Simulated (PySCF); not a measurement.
A structure optimised at TPSSh-D3(BJ)/def2-TZVPD, used in a PySCF frequency run:

```xyz
5

P      0.0000     0.0000     0.0000
H      0.8064    -0.8064    -0.8064
H     -0.8064    -0.8064     0.8064
H     -0.8064     0.8064    -0.8064
H      0.8064     0.8064     0.8064
```
Charge +1, spin multiplicity 1.

Problem. Write its SMILES, formula and point group.

Solution. [PH4+], H4P, Td

Problem. What are its rotational constants (standard atomic weights)?

Solution. 96.375, 96.375, 96.375 GHz
